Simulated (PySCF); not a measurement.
**Löwdin shares of the frontier orbitals**

Compound: C7H12.
Cartesian coordinates in Å at the PBE0-D3(BJ)/def2-SVP level; atoms count from 1:
```xyz
19
C7H12 angstrom
C      1.376    0.582   -0.498
C      0.051    1.324   -0.731
C     -1.100    0.620   -0.009
C     -1.294   -0.787   -0.610
C     -0.159   -1.244    0.328
C      1.191   -0.933   -0.323
C     -0.597   -0.095    1.269
H      2.097    0.800   -1.301
H      1.833    0.979    0.422
H     -0.191    1.379   -1.806
H      0.148    2.365   -0.383
H     -1.984    1.271    0.074
H     -1.143   -0.907   -1.696
H     -2.263   -1.225   -0.328
H     -0.194   -2.274    0.715
H      2.017   -1.336    0.287
H      1.241   -1.456   -1.294
H      0.162    0.401    1.895
H     -1.436   -0.403    1.909
```

Level of theory: TDDFT CAM-B3LYP/def2-SVPD, vertical, gas phase, core orbitals frozen in the response in PySCF 2.14.0, density-fitted response routines.

Kohn–Sham orbitals with the atoms that hold most of them (Löwdin shares over 4%, at most four atoms; ? is withheld):

```json
{"orbital": "HOMO-3", "ε (eV)": "-10.37", "atoms": "C7 19%, C5 15%, C3 15%, C4 14%"}
{"orbital": "HOMO-2", "ε (eV)": "-9.72", "atoms": "C5 12%, C3 12%, C7 11%, C6 10%"}
{"orbital": "HOMO-1", "ε (eV)": "-9.51", "atoms": "?"}
{"orbital": "HOMO", "ε (eV)": "?", "atoms": "?"}
{"orbital": "LUMO", "ε (eV)": "1.35", "atoms": "C7 9%, C1 8%, C2 7%, C6 7%"}
{"orbital": "LUMO+1", "ε (eV)": "2.00", "atoms": "C4 16%, H14 11%, H9 10%, H13 8%"}
{"orbital": "LUMO+2", "ε (eV)": "2.01", "atoms": "H12 10%, H15 10%, C6 8%, C2 8%"}
```

Q: Give the leading atoms of the HOMO.

A: C3 (bonded to 3 C and H) 16%; C5 (bonded to 3 C and H) 16%; C4 (bonded to 2 C and 2 H) 12%; C7 (bonded to 2 C and 2 H) 9%.

Q: Which atoms hold the HOMO-1, and with what shares?

A: C4 (bonded to 2 C and 2 H) 15%; C7 (bonded to 2 C and 2 H) 12%; C3 (bonded to 3 C and H) 10%; C5 (bonded to 3 C and H) 10%.

Q: What is the HOMO energy, and the HOMO–LUMO gap?

A: ε(HOMO) = -9.29 eV; the gap is 10.64 eV (0.3910 hartree).

Q: The HOMO–LUMO gap is 10.64 eV. Where does the response calculation put the lowest singlet, and from which orbitals?

A: S1 is at 7.82 eV (f = 0.0004), 2.82 eV below the gap, made of HOMO→LUMO (94%). Without the coupling terms of the response equations the lowest excitation would equal the gap.

Q: Give energy, strength and leading configuration of S1, S2 and S3, and follow the Löwdin shares of the leading atoms from the occupied to the empty orbital.

A: 
- S1 (7.82 eV, f 0.0004), HOMO→LUMO (94%): C3 16% → at most 7%, C5 16% → at most 7%, C7 9% → 9%, C1 at most 9% → 8%
- S2 (8.02 eV, f 0.035), HOMO-1→LUMO (92%): C4 15% → at most 7%, C7 12% → 9%, C1 at most 10% → 8%
- S3 (8.24 eV, f 0.0088), HOMO-2→LUMO (88%): C5 12% → at most 7%, C3 12% → at most 7%, C7 11% → 9%, C1 at most 10% → 8%

Löwdin shares depend on the basis, the more so with diffuse functions.

The run took 3.4 min wall on one thread, Arm Neoverse V1, no GPU, on a shared host.
